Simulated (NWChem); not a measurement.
Ionisation of F2O2W

```
W
O 1 1.7039
O 1 1.7039 2 106.06
F 1 1.8669 2 108.81 3 116.90
F 1 1.8669 2 108.81 3 -116.90
```
Charge 0, spin multiplicity 1.

Everything below was run with NWChem. The geometry was optimised at B3LYP/def2-SVP with def2 effective core potentials on W, a minimum by its harmonic frequencies.

Basis set: def2-TZVP. The species with one electron less has spin multiplicity 2 and keeps the geometry of the parent. Δ marks differences of total energies (open shells unrestricted). −ε marks an orbital energy of the parent. That orbital need not have the symmetry of the hole or added electron in the Δ rows.

Effective core potentials replace the inner electrons of W; spin-orbit coupling is left out. B3LYP has NWChem's definition, with VWN1-RPA local correlation. The structure started from a generated list of species. The stability of the SCF solutions was not checked.

Question: Order these methods by the first vertical ionisation energy they give, lowest first: −ε(HOMO) of B3LYP, −ε(HOMO) of BLYP, −ε(HOMO) of PBE, G0W0@PBE0, ΔB3LYP, −ε(HOMO) of HF.

Answer: −ε(HOMO) of BLYP (8.07 eV), −ε(HOMO) of PBE (8.17 eV), −ε(HOMO) of B3LYP (9.58 eV), G0W0@PBE0 (11.71 eV), ΔB3LYP (12.10 eV), −ε(HOMO) of HF (13.92 eV)
